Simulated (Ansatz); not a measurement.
Molecule: ethenyl(trihydroxy)silane, C2H6O3Si, net charge 0, singlet state. 
Structure (B3LYP-D3(BJ)/def2-TZVP (Ansatz, a program for electronic structure) minimum search):
```
Si
O 1 1.6377
H 2 0.9611 1 117.51
O 1 1.6413 2 107.22 3 -41.25
H 4 0.9604 1 117.47 2 156.69
O 1 1.6481 2 114.07 3 74.78
H 6 0.9603 1 117.82 2 60.03
C 1 1.8493 2 105.74 3 -163.41
C 8 1.3318 1 123.73 2 -136.78
H 9 1.0849 8 122.38 1 -179.07
H 9 1.0850 10 115.91 8 -179.69
H 8 1.0874 9 118.09 10 0.04
```

Basis-set convergence of Hartree-Fock and CCSD correlation energies (hartree) with Ansatz. Correlated levels leave the core frozen unless marked. No spin-orbit coupling. Non-relativistic.

| basis | functions | E(HF) | E(corr, CCSD) |
|---|---|---|---|
| aug-cc-pV(D+d)Z | 201 | -592.95302 | -1.01395 |
| aug-cc-pV(T+d)Z | 423 | ? | ? |

### Question
What belongs in the gaps?

### Answer

- aug-cc-pV(T+d)Z, E(HF): -593.05550
- aug-cc-pV(T+d)Z, E(corr, CCSD): -1.20908
